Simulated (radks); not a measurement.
Isoelectronic series with 13 electrons, each ion in its NIST ground configuration. Method: scalar-relativistic Kohn-Sham, PBE, spin-unpolarised, spherical densities, finite nucleus; Fermi nuclear charge, rms radius of each element as measured or else 0.836 A^(1/3) + 0.57 fm; computed with a radial shooting solver on a logarithmic mesh with Libxc functionals. Total energies (hartree) and orbital eigenvalues (hartree):

ion,configuration,E (hartree),3p,3s,2p,2s
Fe13+,[Ne] 3s2 3p1,-1197.64162,-13.72534,-15.04056,-39.85768,-44.21002
Co14+,[Ne] 3s2 3p1,-1302.39645,-15.57535,-16.98642,-44.51616,-49.13889
Ni15+,[Ne] 3s2 3p1,-1411.68802,-17.53888,-19.04816,-49.43010,-54.33267
Cu16+,[Ne] 3s2 3p1,-1525.53237,-19.61602,-21.22611,-54.59990,-59.79252
Zn17+,[Ne] 3s2 3p1,-1643.94744,-21.80692,-23.52066,-60.02597,-65.51975
Ga18+,[Ne] 3s2 3p1,-1766.95111,-24.11174,-25.93222,-65.70878,-71.51569
Ge19+,[Ne] 3s2 3p1,-1894.56240,-26.53065,-28.46125,-71.64883,-77.78179
As20+,[Ne] 3s2 3p1,-2026.80155,-29.06384,-31.10821,-77.84664,-84.31957
Se21+,[Ne] 3s2 3p1,-2163.68877,-31.71153,-33.87362,-84.30278,-91.13061
Br22+,[Ne] 3s2 3p1,-2305.24588,-34.47395,-36.75800,-91.01783,-98.21659
Kr23+,[Ne] 3s2 3p1,-2451.49507,-37.35133,-39.76193,-97.99241,-105.5793
Rb24+,[Ne] 3s2 3p1,-2602.45976,-40.34393,-42.88600,-105.2272,-113.2205
Sr25+,[Ne] 3s2 3p1,-2758.16391,-43.45203,-46.13082,-112.7228,-121.1422
Zr27+,[Ne] 3s2 3p1,-3083.89189,-50.01580,-52.98535,-128.4994,-137.8349
Nb28+,[Ne] 3s2 3p1,-3253.96801,-53.47209,-56.59644,-136.7818,-146.6103
Mo29+,[Ne] 3s2 3p1,-3428.88866,-57.04507,-60.33106,-145.3281,-155.6746
Tc30+,[Ne] 3s2 3p1,-3608.68560,-60.73506,-64.19000,-154.1389,-165.0303
Ru31+,[Ne] 3s2 3p1,-3793.38488,-64.54240,-68.17401,-163.2152,-174.6797
